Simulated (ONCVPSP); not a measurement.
# u(r) = r·R(r): atom against pseudo-atom (chromium)

Columns: radius, all-electron u(r) and pseudo u(r) of the 3s shell (level -72.22 eV) of chromium in the configuration [Ne] 3s2 3p6 3d5.5 4s0.5; LDA (Perdew-Wang 92), scalar-relativistic, ONCV scheme, ONCVPSP 4.0.1.

| r (bohr) | all-electron | pseudo |
| --- | --- | --- |
| 0.088 | -0.0452 | 0.1999 |
| 0.175 | -0.5931 | 0.3902 |
| 0.262 | -0.4928 | 0.5658 |
| 0.350 | -0.0604 | 0.7215 |
| 0.438 | 0.4105 | 0.8493 |
| 0.525 | 0.7797 | 0.9442 |
| 0.612 | 1.0195 | 1.0067 |
| 0.700 | 1.1415 | 1.0377 |
| 0.788 | 1.1702 | 1.0392 |
| 0.875 | 1.1358 | 1.0152 |
| 0.962 | 1.0625 | 0.9696 |
| 1.050 | 0.9671 | 0.9055 |
| 1.138 | 0.8632 | 0.8280 |
| 1.225 | 0.7603 | 0.7432 |
| 1.312 | 0.6621 | 0.6554 |
| 1.400 | 0.5706 | 0.5686 |
| 1.487 | 0.4891 | 0.4887 |
| 1.575 | 0.4160 | 0.4159 |
| 1.662 | 0.3528 | 0.3528 |
| 1.750 | 0.2975 | 0.2974 |
| 1.838 | 0.2500 | 0.2499 |
| 1.925 | 0.2099 | 0.2099 |
| 2.012 | 0.1758 | 0.1758 |
| 2.100 | 0.1467 | 0.1466 |
| 2.188 | 0.1221 | 0.1221 |
| 2.275 | 0.1018 | 0.1017 |

(1) How many radial nodes do the two functions have?

(2) At about which radius was the pseudo-wave matched?

(3) Is the pseudo-wave norm-conserving?

Results:

(1) The all-electron 3s function has n − l − 1 = 2 (the table is too coarse to show those close to the nucleus); the pseudo-wave has 0, since the states of the same l below it are removed with the core.

(2) 1.75 bohr. The columns agree to 0.0005 from 1.49 bohr on; several derivatives are matched, so the curves merge somewhat inside the radius.

(3) Yes: the ONCV scheme keeps the norm inside the radius equal to the all-electron one, which fixes the energy derivative of the logarithmic derivative at the level.
